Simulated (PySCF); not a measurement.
A structure optimised at PBE0-D3(BJ)/def2-SVP, used in a PySCF frequency run:

```xyz
9

O     -0.2458     1.4708    -0.9269
Ge     0.0000     0.0000     0.0000
O      0.2458    -1.4708    -0.9269
O     -1.4708    -0.2458     0.9269
O      1.4708     0.2458     0.9269
H     -1.1748     1.6008    -1.1491
H      1.1748    -1.6008    -1.1491
H     -1.6008    -1.1748     1.1491
H      1.6008     1.1748     1.1491
```

Problem. Write its SMILES, formula and point group.

Solution. [OH][Ge]([OH])([OH])[OH], GeH4O4, S4

Problem. What are its rotational constants (standard atomic weights)?

Solution. 3.6254, 3.6254, 3.1946 GHz
